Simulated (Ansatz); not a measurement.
SiCl(NHMe)3 (C₃H₁₂ClN₃Si) was relaxed with r2SCAN-D4 (def2-SVP) in Ansatz in these states: charge +1 doublet, neutral singlet. The geometries follow in no particular order.

A:

```xyz
20

Si    0.0293    0.0087   -0.0120
Cl    1.0682    0.6907   -1.7246
N    -1.2137    1.1357    0.3282
C    -1.1490    2.5765    0.1880
H    -2.1499    0.7552    0.4290
H    -1.5106    3.1000    1.0921
H    -0.1056    2.8859    0.0238
H    -1.7312    2.9519   -0.6747
N     1.1510   -0.1069    1.2796
C     2.5213   -0.5702    1.1781
H     0.9622    0.4823    2.0853
H     2.8123   -1.1800    2.0523
H     2.6327   -1.2060    0.2857
H     3.2562    0.2520    1.0771
N    -0.6458   -1.5298   -0.3519
C    -1.2709   -1.9159   -1.6022
H    -0.2925   -2.3043    0.2025
H    -2.1234   -2.5985   -1.4354
H    -1.6659   -1.0211   -2.1098
H    -0.5749   -2.4060   -2.3111
```

B:

```
atom   x (Å)   y (Å)   z (Å)
 Si1   0.202  -0.235  -0.412
 Cl2   1.779  -0.215  -1.703
  N3  -0.380   1.368  -0.130
  C4   0.414   2.582  -0.084
  H5  -1.341   1.500   0.185
  H6   0.437   3.013   0.932
  H7   1.441   2.381  -0.415
  H8  -0.022   3.342  -0.756
  N9   0.829  -0.886   1.087
 C10   2.164  -1.257   1.492
 H11   0.137  -0.980   1.837
 H12   2.182  -2.305   1.846
 H13   2.863  -1.149   0.654
 H14   2.506  -0.632   2.338
 N15  -1.122  -1.200  -0.907
 C16  -2.515  -0.860  -1.147
 H17  -0.901  -2.167  -1.153
 H18  -3.191  -1.496  -0.552
 H19  -2.710   0.192  -0.901
 H20  -2.771  -0.999  -2.211
```

Task: Judge from the bond lengths which geometry belongs to which state (an estimate).

Result: A is the neutral singlet (Si1–Cl2 2.116 Å, Si1–N9 1.715 Å, Si1–N3 1.712 Å); B is the charge +1 doublet (Si1–Cl2 2.038 Å, Si1–N9 1.751 Å, Si1–N3 1.729 Å).
